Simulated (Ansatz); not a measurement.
System: sum formula GaOH (charge +1, doublet). 
Coordinates optimised at B3LYP-D3(BJ)/def2-TZVP (Ansatz, an electronic-structure program):
```xyz
3

Ga    -0.3029    -0.1467    -0.2438
O      1.0432     0.4006     0.8114
H      1.0455     1.3436     1.0675
```
Charge +1, spin multiplicity 2.

Basis-set convergence of Hartree-Fock and CCSD correlation energies (hartree) with Ansatz. Cores are frozen in the correlated levels unless marked. Open shells are spin-unrestricted. Spin-orbit coupling is left out. Frozen are the shells of the preceding noble gas and the d and f shells that filled before the atom's block. Non-relativistic.

| basis | functions | E(HF) | E(corr, CCSD) |
|---|---|---|---|
| def2-SVP | 51 | -1998.10553 | -0.22893 |
| def2-TZVPP | 93 | -1998.45393 | -0.28155 |
| def2-QZVPP | 176 | -1998.49793 | -0.29993 |

Extrapolating the two largest sets (X = 3 and 4) as X^-3: E(corr) = (64·(-0.29993) - 27·(-0.28155))/37 = -0.3133 Eh, an estimate of the basis-set limit. The largest set recovers 95.7 % of it, the smallest 73.1 %.
